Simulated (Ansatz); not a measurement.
Ansatz (an electronic-structure program) input (CCSD(T)/6-31G*):

Ansatz 0.2 input:
```yaml
crystal:
  periodic: [false, false, false]
  atoms:
    - {symbol: C, position_ang: [0.58240357, -0.78592018, 0.41261046]}
    - {symbol: C, position_ang: [-0.80110020, -0.41460288, 0.65693758]}
    - {symbol: Cl, position_ang: [-1.63767238, 0.16900667, -0.90370451]}
    - {symbol: Cl, position_ang: [1.79932945, 0.40702807, 0.39008991]}
    - {symbol: H, position_ang: [0.86121799, -1.73769746, -0.01329177]}
    - {symbol: H, position_ang: [-0.90412970, 0.41499987, 1.34907487]}
    - {symbol: H, position_ang: [-1.39307878, -1.26675440, 0.97837705]}
basis:
  gaussian:
    orbitals: 6-31G*
magnetization: {spin_polarized: true, initial_magnetization: 1}
correlation: {method: ccsd_t, electrons: outside_noble_gas}
```

End of the output:

```
integrals: 0.08 GiB planned
719 factors; integrals over basis functions are off by at most 6.6e-4 eV
mean field: 0.25 GiB planned
mean field evaluation 1: about -27111.5564 eV, gradient 1.4e1 eV
mean field evaluation 2: about -27111.5654 eV, gradient 1.4e1 eV
mean field evaluation 4: about -27113.3137 eV, gradient 2.7e0 eV
mean field evaluation 8: about -27113.4285 eV, gradient 1.9e-1 eV
mean field evaluation 16: about -27113.3959 eV, gradient 1.0e0 eV
mean field -27113.42926679 eV, -996.4001474121 hartree, gradient 3.2e-6 eV, S^2 0.771749; 0 other end points of the search recorded, 0 dependent functions left out
12 core orbitals not correlated
reference -27113.42926679 eV, -996.4001474121 hartree; 13, 12 occupied and 49, 50 virtual orbitals, 719 factors
second order -13.49227999 eV of doubles, -0.00000000 eV of singles
coupled cluster: 0.34 GiB planned
cycle   1  -14.32859218 eV  change   -8.4e-1 eV  update   8.4e-2
cycle   2  -14.69949180 eV  change   -3.7e-1 eV  update   2.7e-2
cycle   3  -14.78620503 eV  change   -8.7e-2 eV  update   1.5e-2
cycle   4  -14.78751266 eV  change   -1.3e-3 eV  update   6.3e-3
cycle   5  -14.78735347 eV  change    1.6e-4 eV  update   2.6e-3
cycle   6  -14.78730184 eV  change    5.2e-5 eV  update   8.9e-4
cycle   7  -14.78728247 eV  change    1.9e-5 eV  update   3.6e-4
cycle   8  -14.78730227 eV  change   -2.0e-5 eV  update   1.4e-4
cycle   9  -14.78728556 eV  change    1.7e-5 eV  update   6.0e-5
cycle  10  -14.78727134 eV  change    1.4e-5 eV  update   2.3e-5
perturbative correction -0.43196028 eV, -0.0158742475 hartree
Total energy: -27128.64849841 eV, -996.9594438583 hartree
```

It need not be the lowest isomer of its formula.
